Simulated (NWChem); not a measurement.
System: In cation, singlet

Here is an NWChem input.

```
start job
memory heap 200 mb stack 900 mb global 1100 mb
charge 1
geometry units angstroms noautosym nocenter noautoz
  In     0.000000     0.000000     0.000000
end
basis spherical
  * library def2-svpd
end
ecp
  In library def2-ecp
end
dft
  xc b3lyp
  iterations 150
end
property
  response 1 0.0773
end
task dft property
```

Excerpt of the output:

```
             Northwest Computational Chemistry Package (NWChem) 7.3.0
             --------------------------------------------------------

                             Geometry "geometry" -> ""
                             -------------------------

 Output coordinates in angstroms (scale by  1.889725989 to convert to a.u.)

  No.       Tag          Charge          X              Y              Z
 ---- ---------------- ---------- -------------- -------------- --------------
    1 In                  49.0000     0.00000000     0.00000000     0.00000000

 Effective nuclear repulsion energy (a.u.)       0.0000000000

                                 NWChem DFT Module
                                 -----------------

 Summary of "ao basis" -> "ao basis" (spherical)
 ------------------------------------------------------------------------------
       Tag                 Description            Shells   Functions and Types
 ---------------- ------------------------------  ------  ---------------------
 In                        def2-svpd                12       32   5s4p3d

            General Information
            -------------------
          SCF calculation type: DFT
          Wavefunction type:  closed shell.
          No. of atoms     :     1
          No. of electrons :    20
           Alpha electrons :    10
            Beta electrons :    10
          Charge           :     1
          Spin multiplicity:     1
          Use of symmetry is: off; symmetry adaption is: off
          Maximum number of iterations: 150
          AO basis - number of functions:    32
                     number of shells:    12
          Convergence on energy requested:  1.00D-06
          Convergence on density requested:  1.00D-05
          Convergence on gradient requested:  5.00D-04

              XC Information
              --------------
                         B3LYP Method XC Potential
                     Hartree-Fock (Exact) Exchange  0.200
                        Slater Exchange Functional  0.800 local
                    Becke 1988 Exchange Functional  0.720 non-local
              Lee-Yang-Parr Correlation Functional  0.810
                  VWN I RPA Correlation Functional  0.190 local

             Grid Information
             ----------------
          Grid used for XC integration:  medium
          Radial quadrature: Mura-Knowles
          Angular quadrature: Lebedev.
          Tag              B.-S. Rad. Rad. Pts. Rad. Cut. Ang. Pts.
          ---              ---------- --------- --------- ---------
          In                  1.55      123          10.0       590
          Grid pruning is: on
          Number of quadrature shells:   123
          Spatial weights used:  Erf1

      Superposition of Atomic Density Guess
      -------------------------------------

 Sum of atomic energies:        -218.04871808

 Renormalizing density from      21.00 to     20

      Non-variational initial energy
      ------------------------------

 Total energy =    -186.710097
 1-e energy   =    -318.883314
 2-e energy   =     132.173217
 HOMO         =      -0.792580
 LUMO         =      -0.315052

   convergence    iter        energy       DeltaE   RMS-Dens  Diis-err
 ---------------- ----- ----------------- --------- --------- ---------
 d= 0,ls=0.0,diis     1   -189.9023264837 -1.90D+02  3.79D-02  8.24D-01
 d= 0,ls=0.0,diis     2   -189.9494054333 -4.71D-02  1.81D-02  3.17D-01
 d= 0,ls=0.0,diis     3   -189.9748535615 -2.54D-02  5.53D-04  1.25D-04
 d= 0,ls=0.0,diis     4   -189.9748703512 -1.68D-05  6.29D-05  3.11D-06
 d= 0,ls=0.0,diis     5   -189.9748705747 -2.23D-07  4.49D-07  2.68D-10

         Total DFT energy =     -189.974870574689
      One electron energy =     -329.125357825852
           Coulomb energy =      155.708304199906
    Exchange-Corr. energy =      -16.557816948743
 Nuclear repulsion energy =        0.000000000000

 Numeric. integr. density =       20.000000000002

                       DFT Final Molecular Orbital Analysis
                       ------------------------------------

 Vector    8  Occ=2.000000D+00  E=-1.026503D+00
              MO Center=  3.4D-17,  3.7D-16, -2.9D-18, r^2= 4.6D-01
   Bfn.  Coefficient  Atom+Function         Bfn.  Coefficient  Atom+Function
  ----- ------------  ---------------      ----- ------------  ---------------
    21      0.822675  1 In d  1              20      0.398674  1 In d  0
    19      0.286882  1 In d -1              18     -0.129133  1 In d -2
    26      0.070732  1 In d  1              22      0.064592  1 In d  2
    25      0.034277  1 In d  0

 Vector    9  Occ=2.000000D+00  E=-1.026503D+00
              MO Center= -1.2D-16, -4.4D-16, -4.8D-16, r^2= 4.6D-01
   Bfn.  Coefficient  Atom+Function         Bfn.  Coefficient  Atom+Function
  ----- ------------  ---------------      ----- ------------  ---------------
    20      0.846391  1 In d  0              21     -0.423305  1 In d  1
    18      0.155881  1 In d -2              19      0.122228  1 In d -1
    25      0.072771  1 In d  0              22     -0.063882  1 In d  2
    26     -0.036395  1 In d  1

 Vector   10  Occ=2.000000D+00  E=-5.803896D-01
              MO Center= -2.2D-15, -2.4D-15, -4.6D-15, r^2= 2.0D+00
   Bfn.  Coefficient  Atom+Function         Bfn.  Coefficient  Atom+Function
  ----- ------------  ---------------      ----- ------------  ---------------
     3      0.950693  1 In s                  1     -0.526619  1 In s
     4      0.279733  1 In s                  2      0.126634  1 In s

 Vector   11  Occ=0.000000D+00  E=-2.927504D-01
              MO Center=  6.3D-14,  3.7D-14, -5.3D-16, r^2= 3.5D+00
   Bfn.  Coefficient  Atom+Function         Bfn.  Coefficient  Atom+Function
  ----- ------------  ---------------      ----- ------------  ---------------
    12      0.588613  1 In px                14      0.377556  1 In pz
    15      0.363618  1 In px                17      0.233236  1 In pz
     9     -0.146919  1 In px                 6     -0.136070  1 In px
    11     -0.094239  1 In pz                 8     -0.087280  1 In pz
    13      0.087649  1 In py                16      0.054146  1 In py

 Vector   12  Occ=0.000000D+00  E=-2.927504D-01
              MO Center=  1.3D-14,  6.3D-15,  4.7D-16, r^2= 3.5D+00
   Bfn.  Coefficient  Atom+Function         Bfn.  Coefficient  Atom+Function
  ----- ------------  ---------------      ----- ------------  ---------------
    13      0.545534  1 In py                14     -0.408053  1 In pz
    16      0.337005  1 In py                17     -0.252076  1 In pz
    12      0.180504  1 In px                10     -0.136166  1 In py
     7     -0.126111  1 In py                15      0.111507  1 In px
    11      0.101851  1 In pz                 8      0.094330  1 In pz

 Vector   13  Occ=0.000000D+00  E=-2.927504D-01
              MO Center=  5.9D-15, -5.5D-14,  1.6D-14, r^2= 3.5D+00
   Bfn.  Coefficient  Atom+Function         Bfn.  Coefficient  Atom+Function
  ----- ------------  ---------------      ----- ------------  ---------------
    13      0.437501  1 In py                14      0.433175  1 In pz
    12     -0.343000  1 In px                16      0.270267  1 In py
    17      0.267595  1 In pz                15     -0.211889  1 In px
    10     -0.109201  1 In py                11     -0.108121  1 In pz
     7     -0.101137  1 In py                 8     -0.100137  1 In pz

 *** CALLING NEW AORESP DRIVER FOR CLOSED AND OPEN SHELLS ***
 Entering AOResponse driver routine

--------------------------------------------------------------------------------

          -----------------------------------------------
          Solving response equations for perturbing field
          -----------------------------------------------

 number of frequencies:     1
 frequency in a.u.:  0.7730000E-01
 Perturbing field: electric
 Using El. Dipole Length Gauge

 Setting up CPKS with frequency omega =      0.07730000 a.u.

                            NWChem Dynamic CPHF Module
                            --------------------------

    scftype = RHF
    nclosed =   10
      nopen =    0
  variables =      440
  num. vecs =        3
  tolerance =   1.0D-04
  max. iter =   50

 SCF residual:    4.7567677055640860E-007

Iterative solution of linear equations
  No. of variables      440
  No. of equations        3
  Maximum subspace       30
       Convergence  1.0D-04

   iter   nsub   residual    time
   ----  ------  --------  ---------
     1      3    2.90D+00       2.5
     2      6    2.80D-01       3.3
     3      9    4.88D-03       4.0
     4     12    2.54D-04       4.8
     5     15    1.14D-05       5.6

 Electric Dipole Response Matrix (nonzero elements):

              1        2        3
    1   24.7116  -0.0000   0.0000
    2   -0.0000  24.7116   0.0000
    3    0.0000   0.0000  24.7116

 ------------------------------------------
 average:        24.71161 + I       0.00000

 DFT Linear Response polarizability / au
 Frequency  =       0.0773000 / au
 Wavelength =     589.4353558 / nm
              X              Y              Z
 -----------------------------------------------
 X      24.7116101     -0.0000000      0.0000000
 Y      -0.0000000     24.7116101      0.0000000
 Z       0.0000000      0.0000000     24.7116101
 -----------------------------------------------
 Eigenvalues =      24.7116101     24.7116101     24.7116101
 Isotropic   =      24.7116101
 Anisotropic =       0.0000000
 -----------------------------------------------

 Magnetic Dipole Response Matrix (nonzero elements):

 Exiting AOResponse driver routine
```

Level: B3LYP/def2-SVPD with def2 effective core potentials on In. Low-valent species are run as closed-shell singlets; no triplet was tried in these runs. def2 effective core potentials on In; no spin-orbit coupling.
